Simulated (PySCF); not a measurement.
Ions at one geometry of Y(OH)3

PySCF 2.14.0, RKS PBE0, Y def2-SVP with ECP28, O def2-SVP, H def2-SVP; non-relativistic Hamiltonian with scalar-relativistic core potentials where named; density fitting; no spin-orbit coupling; singlets restricted, open shells unrestricted. The geometry is relaxed for charge 0, singlet, vacuum:

```xyz
7

Y     0.0000    0.0000    0.1402
O     2.0272    0.0000    0.1413
H     2.9827    0.0000    0.1443
O    -1.0136    1.7556    0.1413
H    -1.4914    2.5831    0.1443
O    -1.0136   -1.7556    0.1413
H    -1.4913   -2.5831    0.1443
```

Energies count from the relaxed state; an electron taken off or put on is at rest in vacuum. Charges and spins are Mulliken's.

```
                     state  energy (eV)  spin squared  charge on Y1 (e)  spin on Y1 (e)  dipole about the centre of mass (D)
 charge 0, singlet, vacuum         0.00          0.00              0.97            0.00                                 0.01
charge -1, doublet, vacuum         0.13          0.75              0.05            1.05                                 0.02
```

Task: What does the state charge +1, doublet, vacuum give?

Result: energy (eV) 9.67, spin squared 0.77, charge on Y1 (e) 1.26, spin on Y1 (e) -0.14, dipole about the centre of mass (D) 0.01.

With an electron taken off (doublet) the charges change, summed by element, by Y +0.29 e, O +0.50 e, H +0.20 e. The vertical ionisation energy is 9.67 eV, against −ε(HOMO) = 7.60 eV of the relaxed state. The level lies 2.1 eV too high, as is usual for semilocal functionals and global hybrids, which keep a self-interaction error.

With an electron put on (doublet) the charges change, summed by element, by Y -0.92 e, O +0.03 e, H -0.11 e. The vertical electron affinity is -0.13 eV, against −ε(LUMO) = 1.22 eV of the relaxed state. The basis has no diffuse functions, which an added electron needs. The added electron's level lies above zero.

Open shells may have lower solutions than those found.
